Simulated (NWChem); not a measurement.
System: C3H4BFO; SMILES O(B(F)C#C)C

```xyz
10

B      0.2169     0.0920     0.0000
C     -0.1512     1.5825     0.0000
C     -0.4317     2.7774     0.0000
H     -0.6814     3.8303     0.0001
F      1.5143    -0.2740     0.0000
O     -0.7658    -0.8389    -0.0001
C     -0.5065    -2.2382     0.0001
H     -0.9708    -2.6893     0.9006
H     -0.9760    -2.6902    -0.8973
H      0.5792    -2.4633    -0.0029
```
Atoms are numbered in this order, from 1.

Program: NWChem. All runs use the structure optimised with PBE-D3(BJ)/def2-SVP. Ions are spin-unrestricted doublets at the neutral geometry; other ion states weren't tried.

Q: Order these by “−ε(HOMO) (eV)”, lowest first: PBE0/def2-SVP; LRC-wPBEh/def2-SVP; PBE/def2-SVP.

A: PBE/def2-SVP (6.88), PBE0/def2-SVP (8.20), LRC-wPBEh/def2-SVP (10.12)
